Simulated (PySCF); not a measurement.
**BiS₃⁻, singlet: computed properties**

These are results of PBE0/[Bi def2-TZVPD with ECP60, S def2-TZVPD], scalar-relativistic core potentials, density fitting, no spin–orbit coupling, PySCF, not measurements.

The structure is a higher-order saddle point with 2 imaginary modes (one degenerate set).

Coordinates in bohr (charge -1 multiplicity 1):
```
Bi    0.0000    0.0000   -0.8070
S     3.8936    0.0000    1.7582
S    -1.9468    3.3720    1.7582
S    -1.9468   -3.3720    1.7582
```

```json
{"Point group": "C3v", "Bond lengths": "Bi–S 2.467 Å (×3)", "Bond angles": "S–Bi–S 92.6° (×3)", "Dipole moment about the centre of mass": "5.79 D", "Zero-point energy (real modes)": "6.4 kJ/mol", "Principal polarisabilities": "118.4, 185.3, 185.3 bohr³", "Highest occupied level": "-2.32 eV", "Lowest empty level": "-1.16 eV", "Rotational constants": "0.05191, 0.05191, 0.0414 cm⁻¹", "Principal quadrupole moments (Buckingham, traceless) about the centre of mass": "-4.64, -4.64, 9.28 D Å"}
```

Harmonic modes (masses in u: Bi 208.980, S 31.972):
```csv
symmetry,ω (cm⁻¹),"IR (km/mol, summed over degenerate members)",μ (u),type
e,170i,–,33.66,bend
a1,111,5.4,37.68,bend
e,298,29.1,36.20,stretch
a1,358,17.6,36.13,stretch
```

In C3v the vibrations span 2e + 2a1.

Charges (e); Mulliken and Löwdin values are unreliable with diffuse functions:
| atom | Mulliken | Löwdin | polar tensor | Mayer order to Bi1 |
| --- | --- | --- | --- | --- |
| Bi1 | 0.68 | 0.05 | 0.27 | – |
| S2,3,4 | -0.56 | -0.35 | -0.42 | 1.02 |
Other Mayer orders above 0.3: S–S 0.42 (×3).

Mulliken populations on Bi1 (electrons outside its core potential): s 3.91, p 8.12, d 10.21, f 0.07.

Only a few start shapes were tried, so a lower isomer may exist. At this level a singlet minimum of D3h symmetry lies 170 kJ/mol below this structure. The small gap makes a closed-shell description doubtful. Spin–orbit coupling, left out here, can matter for elements this heavy.

The final relaxation and frequency run took roughly 12 core-minutes on a shared host.
